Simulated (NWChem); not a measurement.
Everything below was run with NWChem. System: C₃H₇FSi, charge 0, spin multiplicity 1, at a geometry optimised with PBE0/def2-SVP. The structure started from a generated list of species. Level: MP2/def2-SVP, 9 core orbitals frozen.

Input file:

```
start mol
memory heap 200 mb stack 800 mb global 1000 mb
geometry units angstroms nocenter noautoz noautosym
  C     -2.669466    -0.504682     0.085447
  C     -1.677465     0.386771     0.201729
  Si     0.001890     0.177443    -0.596287
  C      1.339019    -0.038775     0.743987
  F      2.583334    -0.140527     0.154315
  H     -2.556801    -1.422410    -0.503383
  H     -3.642696    -0.359761     0.568326
  H     -1.866280     1.286572     0.803607
  H      0.364346     1.377418    -1.411008
  H     -0.014427    -1.032457    -1.473075
  H      1.339707     0.817472     1.443069
  H      1.147157    -0.946173     1.344677
end
basis spherical
  * library def2-svp
end
scf
  rhf
  nopen 0
  maxiter 100
  thresh 1e-7
  semidirect memsize 60000000 filesize 0
end
mp2
  freeze core 9
end
task mp2 energy
```

Part of the output:

```
             Northwest Computational Chemistry Package (NWChem) 7.3.0
             --------------------------------------------------------

                                NWChem Input Module
                                -------------------

 Scaling coordinates for geometry "geometry" by  1.889725989
 (inverse scale =  0.529177249)

                             Geometry "geometry" -> ""
                             -------------------------

 Output coordinates in angstroms (scale by  1.889725989 to convert to a.u.)

  No.       Tag          Charge          X              Y              Z
 ---- ---------------- ---------- -------------- -------------- --------------
    1 C                    6.0000    -2.66946600    -0.50468200     0.08544700
    2 C                    6.0000    -1.67746500     0.38677100     0.20172900
    3 Si                  14.0000     0.00189000     0.17744300    -0.59628700
    4 C                    6.0000     1.33901900    -0.03877500     0.74398700
    5 F                    9.0000     2.58333400    -0.14052700     0.15431500
    6 H                    1.0000    -2.55680100    -1.42241000    -0.50338300
    7 H                    1.0000    -3.64269600    -0.35976100     0.56832600
    8 H                    1.0000    -1.86628000     1.28657200     0.80360700
    9 H                    1.0000     0.36434600     1.37741800    -1.41100800
   10 H                    1.0000    -0.01442700    -1.03245700    -1.47307500
   11 H                    1.0000     1.33970700     0.81747200     1.44306900
   12 H                    1.0000     1.14715700    -0.94617300     1.34467700

 Effective nuclear repulsion energy (a.u.)     213.0828219307

            Nuclear Dipole moment (a.u.)
            ----------------------------
        X                 Y               Z
 ---------------- ---------------- ----------------
     0.0000000000     0.0000075589     0.0000151178


 Summary of "ao basis" -> "" (spherical)
 ------------------------------------------------------------------------------
       Tag                 Description            Shells   Functions and Types
[...]
     1   1 0 0     -0.994279      0.000000      0.000000
     1   0 1 0      0.001919      0.000000      0.000008
     1   0 0 1      0.467245      0.000000      0.000015

     2   2 0 0    -32.313846      0.000000    560.632972
     2   1 1 0      0.960200      0.000000     13.174621
     2   1 0 1      0.167808      0.000000     24.463340
     2   0 2 0    -28.236351      0.000000     40.667379
     2   0 1 1      0.918878      0.000000     -2.178330
     2   0 0 2    -28.884926      0.000000     64.546553

                   NWChem MP2 Semi-direct Energy/Gradient Module
                   ---------------------------------------------

  Basis functions       =    109
  Molecular orbitals    =    109
  Frozen core           =      9
  Frozen virtuals       =      0
  Active alpha occupied =     15
  Active beta occupied  =     15
  Active alpha virtual  =     85
  Active beta virtual   =     85
  Use MO symmetry       = F
  Use skeleton AO sym   = F

  AO/Fock/Back tols     =   1.0D-09  1.0D-09  1.0D-09

 GA uses MA = F    GA memory limited = T

 Available:
  local mem=  1.15D+08
 global mem=  1.31D+08
 local disk=  0.00D+00
  mp2_memr nvloc                    85
  nvloc new                    85
   1 passes of  15:        3145728                      56749                  23745845.
   1 passes of  15: M    114683698           G      131048238           F     111537970.

 Semi-direct pass number   1 of   1  for RHF alpha+beta  at        5.6s
  vrange nnbf                  5473
  mp2_eaftype                    90  avail_ma_in_mb                   999
 EAF : mp2_eaftype filesize          90   11872922.
  mp2_eaf for mointskh                     90
Node 0 wrote     55.8 Mb in      0.0 s     Agg I/O rate:  2258.2 Mb/s
 Done moints_semi at       10.3s
  mp2_eaftype                    90  avail_ma_in_mb                   909
 EAF : mp2_eaftype filesize          90   11872922.
  mp2_eaf for kh                    90
 Done maket at       10.8s
 Done multipass loop at       10.8s

          -------------------------------------------
          SCF energy                -505.756922613790
          Correlation energy          -0.686243542581
          Singlet pairs               -0.447783521910
          Triplet pairs               -0.238460020671
          Total MP2 energy          -506.443166156371
          -------------------------------------------

          ---------------------------------------------------
                    Spin Component Scaled (SCS) MP2
          Same spin pairs                     -0.158973347114
          Same spin scaling factor             0.333333333333
          Opposite spin pairs                 -0.527270195467
          Opposite spin scaling fact.          1.200000000000
          SCS-MP2 correlation energy          -0.685715350265
          Total SCS-MP2 energy              -506.442637964055
          ---------------------------------------------------

 -----------------------
 Performance information
 -----------------------

 Timer overhead =  2.43D-07 seconds/call

               Nr. of calls         CPU time (s)                 Wall time (s)                GFlops
             ---------------    -------------------     ------------------------------   -------------------
Name         Min   Avg   Max    Min     Avg     Max     Min     Avg     Max   Mx/calls   Min     Max     Sum
mp2: moin     1     1     1    4.7     4.7     4.7      4.7     4.7     4.7     4.7      0.0     0.0     0.0
mp2: make     1     1     1   0.44    0.44    0.44     0.44    0.44    0.44    0.44      0.0     0.0     0.0
mp2: tota     1     1     1    5.2     5.2     5.2      5.2     5.2     5.2     5.2      0.0     0.0     0.0

 The average no. of pstat calls per process was 3.00D+00
 with a timing overhead of 7.28D-07s

 Task  times  cpu:       10.7s     wall:       10.7s

 Total times  cpu:       10.8s     wall:       10.8s
```
